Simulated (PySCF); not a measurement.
B(Br)(OH)(NH2) (BBrH3NO), SMILES NB(O)Br. Atoms are numbered in the order given.

```xyz
7

B      0.0491    -0.9704     0.0000
Br    -0.0301     0.9834     0.0000
O      1.2575    -1.5969     0.0000
H      1.9992    -0.9839     0.0000
N     -1.1483    -1.6927     0.0000
H     -1.1533    -2.7051     0.0000
H     -2.0580    -1.2542     0.0000
```
Charge 0, spin multiplicity 1.

Geometry: ωB97X-D3(BJ)/def2-SVP. The values are those of a single conformer.

Computed with ωB97X-D3(BJ)/def2-SVP (PySCF).

Frequencies are harmonic and unscaled.

Computed harmonic wavenumbers and intensities:
```
mode  ν (cm⁻¹)  IR (km/mol)  Raman (Å⁴/amu)  depolarisation   moving atoms (share of kinetic energy)
----  --------  -----------  --------------  --------------  ---------------------------------------
1          286          3.1             1.7            0.75   N 35 %, H 22 %, O 21 %, B 13 %, Br 9 %
2          328          8.3             2.3            0.40          O 43 %, Br 25 %, H 17 %, N 15 %
3          412         45.4             1.3            0.75                           H 80 %, N 15 %
4          436        174.6             0.9            0.75                            H 89 %, B 9 %
5          535        114.8             0.5            0.75                           H 56 %, B 33 %
6          554         27.3             4.5            0.12  B 31 %, H 21 %, N 19 %, O 18 %, Br 10 %
7          583          8.6             0.9            0.75                           H 48 %, B 42 %
8          908         13.0             1.4            0.09                   H 59 %, N 22 %, O 18 %
9         1005        104.1             2.7            0.43                           H 77 %, N 12 %
10        1247        485.1             3.4            0.31            B 55 %, O 18 %, H 18 %, N 8 %
11        1466        106.7             1.6            0.44                    B 50 %, H 40 %, O 9 %
12        1610        310.3             3.6            0.72                   H 51 %, N 24 %, B 23 %
13        3653         65.6           110.0            0.15                                   H 96 %
14        3769         55.9            54.5            0.75                            H 91 %, N 9 %
15        3938        113.6            48.0            0.26                                   H 94 %
```
